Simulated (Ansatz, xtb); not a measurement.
CH5B3N4S: 3 structures ranked

3 gas-phase structures of CH5B3N4S, from a drawn sample of its isomers (lower ones may exist). Each was relaxed with GFN2-xTB; where two conformers were screened, the lower at r2SCAN-D4/def2-SVP is listed:

A. `N#CB1NBNBN1S`, a singlet
B. `N#CB1NBN(S)BN1`, a singlet
C. `N#CB1NBNB(S)N1`, a singlet

Make a reasoned guess at their ranking by r2SCAN-D4/def2-SVP single-point energy.

Calculated order at r2SCAN-D4/def2-SVP: C (0.000), B (1.989), A (1.995) eV. Less than 1 kcal/mol parts B and A, so the order within that pair means little.

Energies above the lowest of each column, in eV; the last columns are at PBE-D3(BJ)/def2-SVP geometries:

```
structure  GFN2-xTB  HF/STO-3G  r2SCAN-D4/def2-SVP  PBE-D3(BJ)/def2-SVP  CCSD(T)/def2-SVP + ΔMP2/def2-TZVPP
        C     0.000      0.000               0.000                0.000                               0.000
        B     0.988      1.414               1.989                1.900                               1.765
        A     1.020      1.424               1.995                1.901                               1.783
```

Every level run on C puts it lowest or level with the lowest. Flexible structures stand in one conformer each, not always the lowest. Frequencies (GFN2-xTB) were run for B, C alone. ΔMP2 is the change of the MP2 energy from the smaller to the larger basis.

Programs: Ansatz 0.2.0, xtb 6.7.1.
